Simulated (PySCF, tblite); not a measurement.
Calculations on `C/C=N\[SiH2]C#N`, in the order of a workflow; each names the level of the geometry that it ran on. Settings lines and outputs come from a driver script.

Species: C3H6N2Si.
Numbering: `[CH3:1]/[CH:2]=[N:3]\[SiH2:4][C:5]#[N:6]` (hydrogens: H7, H8, H9 on C1; H10 on C2; H11, H12 on Si4)

Step 1: GFN2-xTB geometry optimisation, gas phase (tblite 0.8.0) (from a force-field or distance-geometry start)
```json
{"job": {"kind": "relax", "xc": "GFN2-xTB", "basis": "xTB"}, "charge": 0, "multiplicity": 1}
```
```
step      E/eV     max force
  0    -461.94898    4.267
  1    -461.68200   13.664
  2    -462.18730    1.156
...
101    -462.62286    0.028
102    -462.62290    0.032
103    -462.62294    0.017
104    -462.62296    0.012
105    -462.62297    0.007
```

Energy lowered by 15.5 kcal/mol over 105 steps; largest atomic force 0.007 eV/Å at the end. «max force» is the largest atomic force in eV/Å.

On one thread, Arm Neoverse N1 (aarch64), shared host with 64 logical CPUs at a one-minute load of 56, this took 0.85 s.

Step 2: GFN2-xTB harmonic vibrations, gas phase (tblite 0.8.0) (on the GFN2-xTB geometry)
```json
{"job": {"kind": "ir", "xc": "GFN2-xTB", "basis": "xTB"}, "charge": 0, "multiplicity": 1}
```
```
(table of modes left out)
```

30 modes from 34 to 3055 cm⁻¹ (unscaled, harmonic); zero-point energy 51.5 kcal/mol; all wavenumbers are real at this level.

Hardware: one thread, Arm Neoverse N1 (aarch64), shared host with 64 logical CPUs at a one-minute load of 56. Cost: 0.46 s of wall time.

Step 3: TDDFT CAM-B3LYP/def2-SVPD, vertical, gas phase, core orbitals frozen in the response (PySCF 2.14.0, density-fitted response routines) (on the GFN2-xTB geometry)
```json
{"job": {"kind": "uv", "xc": "CAM-B3LYP", "basis": "def2-SVPD", "nstates": 8, "ntriplets": 3}, "charge": 0, "multiplicity": 1}
```
```
...
Static polarisability (au): isotropic 72.309, principal 59.864 65.227 91.838
Singlet excitations
state   eV       nm        f      main configurations
  1   4.2349    292.8   0.00051   H->L 0.95
  2   6.1275    202.3   0.02858   H->L+1 0.94
  3   6.8648    180.6   0.00662   H->L+3 0.66, H->L+2 0.27
  4   7.0896    174.9   0.07625   H->L+2 0.62, H->L+3 0.26
  5   7.1364    173.7   0.00155   H-1->L+1 0.18, H-3->L+1 0.12, H-2->L+1 0.11
  6   7.3537    168.6   0.00860   H->L+5 0.68, H->L+4 0.20
  7   7.5149    165.0   0.02151   H-2->L+1 0.18, H-2->L 0.14, H-3->L+2 0.10
  8   7.6121    162.9   0.00914   H-2->L+3 0.29, H-3->L+3 0.23, H-2->L+2 0.15
Triplet excitations (Tamm-Dancoff, eV): 3.7159 5.1941 5.7907
```

HOMO -8.81 eV, LUMO -0.02 eV; lowest singlet 4.23 eV; lowest triplet 3.72 eV (Tamm–Dancoff); mean polarisability 72.3 au.

The run took 50 s wall (grids of density and orbitals included) on one thread of an Arm Neoverse N1 (shared host), and the process peaked at 0.74 GiB of memory.

Geometry of the electronic-property runs (GFN2-xTB):
```
atom  x, y, z in Å
C1     1.928   -0.049   -0.274
C2     0.994    0.374    0.808
N3    -0.233    0.157    0.893
Si4   -1.459   -0.627   -0.006
C5    -2.599    0.795   -0.421
N6    -3.313    1.646   -0.698
H7     2.379    0.834   -0.723
H8     1.411   -0.623   -1.038
H9     2.733   -0.646    0.154
H10    1.458    0.944    1.617
H11   -1.189   -1.291   -1.291
H12   -2.108   -1.514    0.953
```

 (This holds for the electronic-property runs.)

One conformer stands for the species.
